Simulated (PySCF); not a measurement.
**C3H12NPSi: core ionisation energies**

Species: C3H12NPSi.
Z-matrix (Å and degrees, PBE0-D3(BJ)/def2-SVP geometry), rows numbered from 1:
```
C 
C   1  1.5191
C   2  1.5226  1  113.14
N   3  1.4449  2  112.60  1  -179.60
Si  4  1.7271  3  126.13  2   141.28
P   5  2.2633  4  105.25  3  -163.05
H   1  1.1021  2  111.41  3   -59.18
H   1  1.1021  2  111.32  3    60.62
H   1  1.1001  2  111.54  3  -179.31
H   2  1.1053  1  109.75  3   121.60
H   2  1.1030  1  110.75  3  -121.79
H   3  1.1046  2  108.99  1   -59.41
H   3  1.1102  2  109.02  1    55.31
H   4  1.0151  3  113.83  2   -57.21
H   5  1.4965  4  107.39  3   -39.96
H   5  1.5043  4  116.63  3    79.90
H   6  1.4294  5   94.32  4  -174.60
H   6  1.4285  5   94.83  4    90.76
```

Method: PySCF 2.14.0, delta-SCF UKS SCAN, pcX-2 on the ionised atom, pcseg-1 elsewhere, spin-free X2C. Each binding energy is the total energy of the core-ionised species, with the hole localised on one atom, minus that of the ground state; both are solved self-consistently, so orbital relaxation is included.

Task: List the computed XPS lines with their assignment.

Result: 
```
atom(s)                   environment     level  binding energy (eV)  2p1/2 (eV)  above the level's lowest (eV)  count
     C1                 methyl carbon      C 1s               290.66           –                          +0.13      1
     C2              chain CH2 carbon      C 1s               290.53           –                           0.00      1
     C3  sp3 carbon bound to nitrogen      C 1s               291.41           –                          +0.88      1
     N4        silicon-bound nitrogen      N 1s               404.24           –                           0.00      1
    Si5                  SiH2 silicon  Si 2p3/2               106.65      107.27                           0.00      1
    Si5                  SiH2 silicon     Si 1s              1846.52           –                           0.00      1
     P6   three-coordinate phosphorus   P 2p3/2               136.10      136.99                           0.00      1
     P6   three-coordinate phosphorus      P 1s              2149.63           –                           0.00      1
```

Lowest listed C 1s: C2, bonded to 2 C and 2 H. Highest, 0.88 eV above it: C3, bonded to N, C and 2 H. The widest gap between neighbouring values is 0.75 eV, between 290.66 and 291.41 eV.

Task: Which photon energy gives electrons from Si 2p3/2 of Si5 a kinetic energy of 20 eV, and what is their de Broglie wavelength?

Result: hν = 106.65 + 20 = 126.65 eV, recoil neglected; λ = 12.264 Å/√(E/eV) = 2.74 Å.

Task: Which photon wavelength matches the Si 2p3/2 of Si5 threshold?

Result: λ = hc/E = 12398.42 eV Å / 106.65 eV = 116.253 Å.

The 2p values aren't plain energy differences: one relaxed spin-free 2p hole is combined with a matrix within the shell (ground-state 2p orbital-energy differences and spin–orbit coupling). 2p3/2, the mean of its two sublevels, lies a third of the splitting below the shell's mean and 2p1/2 two thirds above it; the statistical areas are 2:1. 2p1/2 minus 2p3/2 (ligand field included): Si 0.62 eV, P 0.89 eV. One conformer (not necessarily the lowest) at the PBE0-D3(BJ)/def2-SVP geometry, without solvent, vibrations or thermal averaging.
